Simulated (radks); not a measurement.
The numbers below are computed, except where a source is named.
Problem. Coulomb parameter of the 4d shell of the ruthenium ion Ru2+ in the model configuration [Kr] 4d5 5p1, as a second difference U = [E(n + 0.5) + E(n - 0.5) - 2 E(n)] / (0.5)^2 with all orbitals relaxed. "Bare": the charge of the atom changes with n. "Screened": the 5p shell takes up the change at fixed total charge, which measures U(4d,4d) + U(5p,5p) - 2 U(4d,5p). Level of theory: scalar-relativistic Kohn-Sham, r2SCAN, spin-unpolarised, spherical densities, finite nucleus; meta-GGA in the generalised Kohn-Sham scheme; Fermi nuclear charge, rms radius 4.4809 fm (a radial shooting solver on a logarithmic mesh with Libxc functionals). Estimate both.

Solution. U(bare) = 12.780 eV, U(screened by 5p) = 2.635 eV, against the Slater integral F0(4d,4d) = 16.925 eV with frozen orbitals.
